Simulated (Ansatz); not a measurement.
Geometry optimisation, Ansatz, RKS PBE/def2-SVP.

The input (input.yaml):

```yaml
crystal:
  periodic: [false, false, false]
  atoms:
    - { symbol: Hf, position_ang: [0.0, 0.0, 0.0] }
    - { symbol: F, position_ang: [0.0, 0.0, 2.33] }
    - { symbol: "N", position_ang: [2.084, 0.0, -0.7359] }
    - { symbol: H, position_ang: [2.5823, -0.918, -0.9166] }
    - { symbol: H, position_ang: [2.5853, 0.918, -0.9082] }
    - { symbol: "N", position_ang: [-1.0409, 1.8034, -0.7359] }
    - { symbol: H, position_ang: [-2.061, 1.7482, -1.0186] }
    - { symbol: H, position_ang: [-0.5204, 2.7241, -0.8065] }
    - { symbol: "N", position_ang: [-1.0409, -1.8034, -0.7359] }
    - { symbol: H, position_ang: [-1.5759, -2.4197, -0.0595] }
    - { symbol: H, position_ang: [-1.0055, -2.0526, -1.7656] }
    - { symbol: Si, position_ang: [-2.7615, 0.0, 0.9176] }
    - { symbol: H, position_ang: [-3.5495, -0.9102, 0.0916] }
    - { symbol: H, position_ang: [-2.8127, -0.4389, 2.3091] }
    - { symbol: H, position_ang: [-3.3098, 1.3491, 0.813] }
    - { symbol: H, position_ang: [-1.2985, 0.0, 2.1702] }
basis:
  gaussian: { orbitals: def2-SVP }
hamiltonian:
  xc: pbe
relax:
  f_tol: 0.15
  max_steps: 25
  restrain:
    - { distance: [0, 11], at: 2.61, k: 30.0 }
    - { distance: [15, 1], at: 0.92, k: 30.0 }
    - { distance: [0, 1], at: 3.18, k: 30.0 }
    - { distance: [15, 11], at: 2.66, k: 30.0 }
```

Command:

```bash
$ ansatz run input.yaml --threads 4 --pin off --max-ram 5120MiB --backend cpu --events-out ev --progress --plain --runs-dir out
```

Task: Where does it end, and by what steps?

Result: The run ended unconverged. The restraints hold the end off the free minimum. After 24 steps the energy has fallen by 2.727 eV (the restraints' own energy left out); H4 moved furthest, 2.54 Å. Parted: Hf1–F2, Hf1–H16. Joined: F2–H16.

| step | energy less start (eV) | largest force component (eV/Å) | accepted |
| --- | --- | --- | --- |
| 0 | 0.0000 | 1.745 | yes |
| 1 | -0.2491 | 2.121 | yes |
| 2 | -0.3446 | 2.917 | yes |
| 3 | -0.4789 | 3.067 | yes |
| 4 | -1.0263 | 1.856 | yes |
| 5 | -1.2867 | 1.783 | yes |
| 6 | -1.5722 | 1.243 | yes |
| 7 | -1.7322 | 1.319 | yes |
| 8 | -1.9013 | 1.188 | yes |
| 9 | -2.0133 | 1.036 | yes |
| 10 | -2.0961 | 1.049 | yes |
| 11 | -2.1768 | 0.924 | yes |
| 12 | -2.2175 | 0.891 | yes |
| 13 | -2.2752 | 0.908 | yes |
| 14 | -2.3622 | 0.877 | yes |
| 15 | -2.4090 | 0.918 | yes |
| 16 | -2.4469 | 0.840 | yes |
| 17 | -2.4960 | 0.832 | yes |
| 18 | -2.5256 | 0.842 | yes |
| 19 | -2.5631 | 0.882 | yes |
| 20 | -2.5963 | 0.869 | yes |
| 21 | -2.6338 | 0.743 | yes |
| 22 | -2.6637 | 0.825 | yes |
| 23 | -2.7027 | 0.769 | yes |
| 24 | -2.7270 | 0.890 | yes |

```xyz
16
Properties=species:S:1:pos:R:3
Hf -0.561 0.120 -0.605
F 0.209 -1.551 1.985
N 1.290 0.615 0.107
H 1.898 1.402 -0.152
H 1.790 0.026 0.788
N -1.216 1.394 -2.032
H -1.852 1.226 -2.820
H -0.954 2.389 -2.052
N -0.942 -1.843 -1.027
H -1.752 -2.139 -1.588
H -0.434 -2.688 -0.736
Si -2.328 0.541 1.316
H -3.740 0.127 0.938
H -2.070 -0.342 2.560
H -2.471 1.917 1.939
H -0.592 -1.195 2.328
```

Time of the run: 70 s on 4 threads of Arm Neoverse V1, with other jobs on the host, peak memory 0.24 GiB.
